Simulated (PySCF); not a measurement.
**Excitation energies in several basis sets**

C2H7FGeO.
SMILES with atom numbers: `[CH3:1][O:2][Ge@H:3]([CH3:4])[F:5]` (hydrogens: H6, H7, H8 on C1; H9 on Ge3; H10, H11, H12 on C4)

TDDFT with PBE0 (PySCF), vertical singlets, core orbitals frozen in the response, spherical d and f functions. The structure is a single PBE0-D3(BJ)/def2-SVP conformer in the gas phase; no vibrational or solvent corrections. Relativistic effects, spin–orbit coupling among them, are left out although an element past zinc is present.

```tsv
basis	functions	diffuse	S1 (eV)	S2 (eV)	S3 (eV)	S4 (eV)	S5 (eV)	LUMO (eV)	α (au)
6-31G*	102	no	7.64	7.79	8.30	8.37	8.56	1.26	48.1
def2-SVP	123	no	7.78	7.96	8.35	8.43	8.66	1.32	49.1
def2-SVPD	180	yes	7.44	7.58	7.81	7.94	8.09	0.53	58.5
aug-cc-pVDZ	191	yes	7.05	7.25	7.26	7.40	7.70	-0.07	59.7
def2-TZVP	214	no	7.57	7.78	8.01	8.26	8.40	0.96	56.0
def2-TZVPD	271	yes	7.23	7.43	7.52	7.69	7.88	0.25	59.6
```

Q: Compare the sets with the largest diffuse one.

A: States are compared by their number. Against the largest diffuse basis here (def2-TZVPD, itself not a converged limit), sets without diffuse functions differ by up to 0.55 eV in S1 and 0.78 eV in S5; the smaller diffuse sets differ by up to 0.20 and 0.21 eV. State by state, the largest deviation of a set without diffuse functions is S1 0.55, S2 0.53, S3 0.83, S4 0.74, S5 0.78 eV. The same number needn't mean the same state in each row. Against def2-TZVPD the polarisability deviates by -19% in 6-31G*, -18% in def2-SVP, -2% in def2-SVPD, 0% in aug-cc-pVDZ, -6% in def2-TZVP.

Without π bonds the low states are Rydberg-like; a valence basis with one diffuse set may place them up to an eV too high.
